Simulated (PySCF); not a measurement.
**Predicted spectroscopic data**

In vacuum, single conformer, relativity neglected, equivalent nuclei averaged. GIAO PBE0/pcSseg-1 shieldings; GFN2-xTB structure; PySCF 2.14.0 with density-fitted response routines.

Chemical shifts δ = σref − σ; ¹H (σref 31.72) and ¹³C (σref 186.93) vs TMS, all at this level. Splittings of carbon signals by F and P are missing where no couplings were computed. Where no couplings were computed, multiplicities follow the n + 1 count of equivalent neighbours, and m marks all less simple cases (inequivalent or close neighbours, rings, F or P nearby). Shifts are as computed. Against solution values, carbons near 30 ppm lie about +3 ppm off and those near 130 ppm about +5 ppm; carbons on Cl a further +6 ppm. Of 1211 compounds with measured shifts, 218 miss one by over three times the rms of a fit or turn the order of signals round; such compounds aren't used in these exercises. Carbons bonded to Cl come out too deshielded.

Compound 1 (C5H9F3OP2). ¹H NMR (600 MHz, computed): δ 3.10 (m, 1H), 2.93 (m, 2H), 2.01 (m, 2H), 1.97 (m, 2H), 1.79 (m, 2H). ¹³C{¹H} NMR (computed): δ 133.1, 35.0, 19.0. Structure: SMILES O=P1(C(F)(F)F)CCPCC1.

Compound 2 (C5H4ClN). ¹H NMR (600 MHz, computed): δ 7.90 (d, 1H), 7.46 (s, 1H), 7.37 (d, 1H), 3.35 (s, 1H). ¹³C{¹H} NMR (computed): δ 155.2 (CH2), 152.2 (CH), 141.5 (C), 101.4 (CH), 75.3 (C). Structure: SMILES C#C/C(=C\Cl)N=C.
